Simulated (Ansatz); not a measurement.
Computed with Ansatz.

A structure relaxed at PBE0-D4/def2-TZVP, charge 0, multiplicity 1:

Cartesian coordinates in Å:
```
Si 1.425 -0.459 1.038
O -0.005 -0.520 0.247
In -1.015 0.703 -0.914
S -3.079 -0.038 -1.763
Br -0.002 2.884 -1.351
H 2.566 -0.344 0.086
H 1.483 0.705 1.967
H 1.580 -1.711 1.824
H -2.954 -1.221 -1.135
```

(1) Give its formula and SMILES.

(2) Point group (tolerance 0.08 Å, 0.16 Å for H)?

(3) Summarise the bond lengths by kind.

Answers

(1) BrH4InOSSi, `[SiH3][O][In]([SH])[Br]`.

(2) Cs.

(3) 1 × O–Si 1.635 Å; 3 × H–Si 1.486 to 1.490 Å; 1 × In–O 1.966 Å; 1 × In–S 2.351 Å; 1 × Br–In 2.445 Å; 1 × H–S 1.346 Å.
